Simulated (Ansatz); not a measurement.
Input for Ansatz (a first-principles code): FCI/cc-pVDZ on BeH2 (SMILES [BeH2]), a point of a bond scan (R = 1.330 Å).

Ansatz 0.2 input:
```yaml
crystal:
  periodic: [false, false, false]
  atoms:
    - {symbol: Be, position_ang: [0.00000000, 0.00000000, 0.00000000]}
    - {symbol: H, position_ang: [-0.00000000, -0.00000000, -1.33008694]}
    - {symbol: H, position_ang: [0.00000000, 0.00000000, 1.33008694]}
basis:
  gaussian:
    orbitals: cc-pVDZ
magnetization: {spin_polarized: false}
correlation: {method: fci, electrons: outside_noble_gas}
```

The head of its log:

```
WARN ansatz: RAYON_NUM_THREADS=2 ignored (pool sized by the plan → 2); use --threads N
Functional definition: HF
integrals: 0.00 GiB planned
404 factors; integrals over basis functions are off by at most 2.5e-7 eV
mean field: 0.04 GiB planned
mean field evaluation 1: about -428.5916 eV, gradient 7.8e0 eV
mean field evaluation 2: about -428.6285 eV, gradient 8.0e0 eV
mean field evaluation 4: about -429.0505 eV, gradient 1.5e-1 eV
mean field evaluation 8: about -429.0505 eV, gradient 2.1e-4 eV
mean field -429.05048431 eV, -15.7673144774 hartree, gradient 1.4e-6 eV, S^2 0.000000; 0 other end points of the search recorded, 0 dependent functions left out
1 core orbitals not correlated
reference -429.05048431 eV, -15.7673144774 hartree; 2, 2 occupied and 21, 21 virtual orbitals, 404 factors
```

Task: Give the final energy of this run.

Result: -15.8354 hartree.
